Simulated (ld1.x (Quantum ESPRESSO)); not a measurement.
## ruthenium: one change to a TM potential, before and after

- Element: Ru (Z = 44)
- Generator: ld1.x (Quantum ESPRESSO) 7.5
- Type: norm-conserving Troullier–Martins (Kleinman–Bylander form)
- Functional: PBE
- Relativity: scalar-relativistic
- Frozen core: [Ar] 3d10
- Valence charge: 16
- Reference configuration: 4s2 4p6 4d6 5s0 5p0 (charge +2)
- Partial waves: 4s (bound): rc 1.45 bohr; 4p (bound): rc 1.55 bohr; 4d (bound): rc 2.15 bohr
- Local potential: the d channel
- Core correction: none

Change: all radii scaled by about 0.83 (s 1.20, p 1.28, d 1.78 bohr).

Cutoffs: the cutoffs (Ry, on a coarse ladder) from which the occupation-weighted sum of valence levels, in a spherical-Bessel basis at the reference potential, stays within 10 and 1 mRy of its value at 400 Ry; they do not see the model core or the augmentation charge, which bear on the density cutoff. Errors are all-electron minus pseudo energies relative to the spin-unpolarised reference configuration.

Problem. How do hardness, ghosts and transferability respond?

Solution. The potential gets harder (70 Ry and 100 Ry → 110 Ry and 180 Ry); of the 7 tests that both files solve, the error grows in 0 and shrinks in 7 by more than 15 % and 0.3 meV (median size 165.5 → 2.8 meV); neither file shows a bound ghost. A smaller radius makes the pseudo-wave follow the all-electron one further in, where it bends more sharply, so more plane waves are needed. Less of the atom is replaced, so other configurations are described better.

| quantity | base | changed |
| --- | --- | --- |
| cutoff, loose | 70 Ry | 110 Ry |
| cutoff, tight | 100 Ry | 180 Ry |
| loose cutoff by channel (10 mRy a level) | s 55 Ry, p 25 Ry, d 35 Ry | s 90 Ry, p 55 Ry, d 40 Ry |
| bound ghosts | none | none |
| error for 4s2 4p6 4d7 5s1 5p0, meV [ΔE -25.48 eV] | +166 | +15 |
| error for 4s2 4p6 4d7 5s0 5p0, meV [ΔE -18.19 eV] | -6.7 | -0.3 |
| error for 4s2 4p6 4d5 5s0 5p0, meV [ΔE 30.62 eV] | -2.9 | -1.5 |
| error for 4s1 4p6 4d7 5s1 5p0, meV [ΔE 57.21 eV] | +271 | -12 |
| error for 4s2 4p6 4d8 5s0 5p0, meV [ΔE -25.81 eV] | -25 | -2.8 |
| error for 4s2 4p5 4d7 5s1 5p0, meV [ΔE 26.91 eV] | +316 | +2.0 |
| error for 4s2 4p6 4d6 5s2 5p0, meV [ΔE -23.78 eV] | +478 | +43 |
